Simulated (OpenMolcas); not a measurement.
Ru2+: moving or changing the point charges

Ru2+ among 6 point charges of -1.5 e arranged as an octahedron (Oh), 2.04 Å from the ion.
```
   2.0400    0.0000    0.0000  -1.50
   0.0000    2.0400    0.0000  -1.50
  -2.0400    0.0000    0.0000  -1.50
   0.0000   -2.0400    0.0000  -1.50
   0.0000    0.0000    2.0400  -1.50
   0.0000    0.0000   -2.0400  -1.50
```

```yaml
Program: OpenMolcas
Method: "SS-CASPT2, IPEA 0.25 Eh, imaginary shift 0.1 Eh (closed shells correlated: 4s 4p)"
Basis: ANO-RCC-VDZP [6s5p3d1f]
Scalar_Hamiltonian: DKH2, point nucleus
Active_space: 6 electrons in 5 orbitals (4d)
State_averaging: 2S+1 = 5 even, 5 roots; 2S+1 = 3 even, 45 roots; 2S+1 = 1 even, 50 roots
Spin-orbit_coupling: state interaction with AMFI integrals over the reference wave functions
```

Runs around this geometry, states (labels of O, the rotations of Oh). Energies in cm-1 above the lowest state or level, χT in cm3 K/mol; under a threefold ground state the first gap can be a small split of the lowest multiplet, not the spin-orbit step.

```csv
R (Å),q (e),Ground state,First state of that spin,First gap with spin-orbit (degeneracies),χT at 300 K,First state of another spin
2.04,-1.2,5T2,5E 8870,"380 (3, 2)",4.327,3T1 10470
1.86,-1.5,5T2,5E 16210,"140 (3, 1)",3.847,1A1 890
2.04,-1.5,5T2,5E 11110,"360 (3, 2)",4.278,3T1 8550
```

Taking the first state of the same spin as R^-n, n = -ln(11110 / 16210) / ln(2.04 / 1.86) = 4.1 between the shortest and longest distance.

Scaling the charges by -1.2 / -1.5 = 0.80 scales the first state of the same spin by 8870 / 11110 = 0.80; with fixed orbitals a first-order splitting would follow the charge.

Roots that are degenerate in the reference are averaged as groups; the widest CASPT2 spread within a group is 310 cm-1 (the 3-fold group of multiplicity 3 near 18900 cm-1 above the lowest state of its run, R = 2.04, q = -1.5). Shifts and gaps below about the spread of the groups concerned are not significant. An orbital triplet at a regular site is open to Jahn-Teller coupling, which can distort the site and quench the lowest spin-orbit gaps and is left out. Point charges give a weaker field than real ligands, and real ions of this kind are as a rule low spin; the high spin found here belongs to the model. Free-ion shares, where given, are those of the reference states; single-state CASPT2 does not remix them. This shell can be high or low spin here, a state of another spin lies low, and with metal d orbitals alone active their balance is uncertain, so the ground spin may be wrong (holds for R = 1.86, q = -1.5; R = 2.04, q = -1.5). Point charges carry no covalency, so the field is a model and not that of real ligands. No measured value stands beside these numbers.
